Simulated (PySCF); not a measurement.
C5H7O2Si (charge -1).
SMILES with atom numbers: `[O:1]=[CH:2]/[CH:3]=[C:4]([SiH3:5])\[CH:6]=[CH:7]/[O-:8]` (hydrogens: H9 on C2; H10 on C3; H11, H12, H13 on Si5; H14 on C6; H15 on C7)
Bond orders are those of one Lewis drawing.

Computed by this run: PySCF 2.14.0, PBE0-D3(BJ)/def2-SVP geometry optimisation, gas phase; density fitting, grid level 2; the optimiser is geomeTRIC in internal coordinates, started from a GFN2-xTB structure.

Step 1: E = -17248.1726 eV
```
atom  x, y, z in Å  |  force x, y, z in eV/Å
O1      2.8791   -2.2300    0.3243    0.036  -0.024   0.008
C2      2.1799   -1.2523    0.0808    0.001   0.036  -0.009
C3      0.7489   -1.2265    0.0155   -0.095  -0.015   0.002
C4     -0.0233   -0.1068   -0.2605    0.035   0.035  -0.011
Si5    -1.9407   -0.3051   -0.2920   -0.029  -0.037   0.013
C6      0.4253    1.2070   -0.5308   -0.045  -0.043   0.009
C7     -0.5712    2.1555   -0.7748    0.150   0.151  -0.031
O8     -1.7977    1.8967   -0.7644   -0.174  -0.097   0.014
H9      2.6768   -0.2614   -0.1155    0.002  -0.022   0.005
H10     0.2549   -2.1861    0.2058   -0.014   0.017  -0.005
H11    -2.0154   -1.8068    0.0302   -0.037   0.027  -0.008
H12    -2.7907    0.2443    0.8175    0.092   0.024   0.097
H13    -2.7027   -0.2762   -1.5859    0.103  -0.017  -0.093
H14     1.4774    1.5031   -0.5559   -0.014  -0.012   0.003
H15    -0.2588    3.2054   -0.9924   -0.015  -0.024   0.006
```

Step 2: E = -17248.1785 eV
```
atom  x, y, z in Å  |  force x, y, z in eV/Å
O1      2.8631   -2.2535    0.3335   -0.032  -0.018   0.000
C2      2.1741   -1.2686    0.0876    0.016   0.072  -0.004
C3      0.7431   -1.2209    0.0138    0.044  -0.054   0.019
C4     -0.0198   -0.0961   -0.2640   -0.006  -0.033  -0.058
Si5    -1.9287   -0.3152   -0.2982   -0.038   0.104   0.083
C6      0.4165    1.2212   -0.5336    0.040  -0.010  -0.004
C7     -0.5858    2.1648   -0.7796   -0.033  -0.055   0.037
O8     -1.8105    1.8874   -0.7647   -0.024   0.054  -0.056
H9      2.6855   -0.2849   -0.1042   -0.001   0.021  -0.006
H10     0.2353   -2.1739    0.1994   -0.003   0.000  -0.003
H11    -2.0025   -1.8154    0.0232   -0.047   0.021  -0.013
H12    -2.7269    0.2540    0.8415    0.009  -0.054   0.032
H13    -2.6821   -0.2796   -1.5987    0.064  -0.025  -0.031
H14     1.4662    1.5241   -0.5574    0.021  -0.007   0.004
H15    -0.2856    3.2175   -0.9968   -0.010  -0.018   0.003
```

Step 3: E = -17248.1803 eV
```
atom  x, y, z in Å  |  force x, y, z in eV/Å
O1      2.8748   -2.2214    0.3268    0.068   0.031  -0.001
C2      2.1713   -1.2460    0.0831   -0.040  -0.165   0.027
C3      0.7392   -1.2353    0.0156    0.080   0.143  -0.022
C4     -0.0252   -0.1119   -0.2618   -0.104  -0.033  -0.032
Si5    -1.9357   -0.3105   -0.2951   -0.015   0.092   0.027
C6      0.4174    1.2032   -0.5300   -0.005   0.063  -0.012
C7     -0.5788    2.1538   -0.7783   -0.019  -0.075   0.016
O8     -1.8069    1.8876   -0.7710    0.034   0.026   0.001
H9      2.6621   -0.2522   -0.1114   -0.010  -0.026   0.008
H10     0.2435   -2.1944    0.2017    0.015   0.014  -0.002
H11    -2.0330   -1.8083    0.0223   -0.030  -0.019  -0.005
H12    -2.7206    0.2590    0.8545   -0.002  -0.031  -0.005
H13    -2.6653   -0.2647   -1.6093    0.024  -0.041   0.003
H14     1.4696    1.4986   -0.5508   -0.001   0.014  -0.002
H15    -0.2707    3.2034   -0.9946    0.007   0.008  -0.001
```

Question: Estimate the geometry and energy of step 4. (The exact step hangs on the optimiser's Hessian estimate; all steps are aligned on step 3, rigid shifts and turns removed.)

Answer: E = -17248.1810 eV, largest force 0.115 eV/Å
```
atom  x, y, z in Å  |  force x, y, z in eV/Å
O1      2.8847   -2.2339    0.3281   -0.084  -0.011   0.003
C2      2.1794   -1.2596    0.0844    0.039   0.088  -0.033
C3      0.7476   -1.2271    0.0129   -0.032  -0.109   0.021
C4     -0.0265   -0.1092   -0.2636    0.054   0.043   0.020
Si5    -1.9393   -0.3025   -0.2890   -0.002  -0.006  -0.050
C6      0.4141    1.2069   -0.5321   -0.064   0.028   0.004
C7     -0.5856    2.1542   -0.7781    0.040   0.036  -0.040
O8     -1.8144    1.8924   -0.7753    0.038  -0.069   0.074
H9      2.6765   -0.2692   -0.1094    0.005   0.019   0.000
H10     0.2484   -2.1839    0.1991   -0.012  -0.023   0.009
H11    -2.0436   -1.7998    0.0267   -0.001  -0.034   0.006
H12    -2.7374    0.2507    0.8592    0.020   0.031  -0.016
H13    -2.6503   -0.2667   -1.6131   -0.004  -0.025   0.006
H14     1.4658    1.5050   -0.5539   -0.013   0.008  -0.003
H15    -0.2775    3.2034   -0.9943    0.014   0.024  -0.003
```

The energy changes by -0.0007 eV. The first-order estimate −F·Δx gives -0.0069 eV and the mean of the old and new forces, exact on a quadratic surface, -0.0007 eV. The step makes an angle of 65° with the force vector and moves no atom by more than 0.022 Å.

What follows is the cost of the whole optimisation. On one thread, AMD EPYC 7R13 (x86_64), no GPU (shared host), this took 74 s wall and 0.73 GiB of memory at its peak.
